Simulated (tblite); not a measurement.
Compound: C₅H₇GeNO.
Atom-mapped SMILES: `[GeH3:1][O:2][c:3]1[cH:4][cH:5][n:6][cH:7][cH:8]1` (hydrogens: H9, H10, H11 on Ge1; H12 on C4; H13 on C5; H14 on C7; H15 on C8)

Computed with GFN2-xTB (tblite), gas phase: nudged elastic band of 9 images (0 to 8), spring 0.2 eV/Å², climbing image at the end, force threshold 0.05 eV/Å. No saddle search or frequency run followed, so the top image need not be a first-order saddle, and its height can exceed the method's true barrier by a kcal/mol or more.

The band describes a rotation about C3–O2 (aromatic carbon bearing oxygen, oxygen bonded to C and Ge), followed by the dihedral C4–C3–O2–Ge1, from the optimised start (180°) to a second optimised geometry at 0°.

Q: How does the energy change from image to image?

A: 
```
image  dihedral (°)  E (kcal/mol)  C3–O2 (Å)  C4···Ge1 (Å)  largest true force (eV/Å)
    0           180          0.00      1.346          4.06                       0.01
    1          -157          0.61      1.348          4.03                       0.04
    2          -135          1.61      1.352          3.94                       0.04
    3          -111          2.29      1.355          3.79                       0.03
    4           -86          2.47      1.357          3.61                       0.03
    5           -61          2.15      1.355          3.43                       0.04
    6           -39          1.63      1.352          3.30                       0.05
    7           -19          0.71      1.349          3.21                       0.05
    8             0          0.00      1.346          3.24                       0.01
```

Barriers of this band. The top is image 4 at -86°: 2.5 kcal/mol in either direction, as the ends lie within 0.002 eV of each other. The central bond is 0.011 Å longer at the top than at the start.

Q: What rate follows at 200 K for crossing this barrier forward?

A: Taking the electronic barrier for the free energy of activation (no zero-point or entropy terms, transmission 1), rate = (kT/h)·exp(−ΔE/kT) ≈ 8 × 10^9 s⁻¹, whose inverse is 1 × 10^-10 s. An error of 1 kcal/mol in the barrier changes this by a factor of 12, and the method and the loose band can each miss by that much or more.

Q: How long is the path, and how are the images spaced?

A: Cartesian distances between aligned neighbours (all atoms, Å): 0.99, 0.98, 0.99, 0.99, 1.00, 0.98, 0.96, 0.92; the sum is 7.81 Å, and the top lies 51 % of the way along.

What follows is the cost of the whole band run. The run took about 10 s of CPU time (one thread, shared machine).
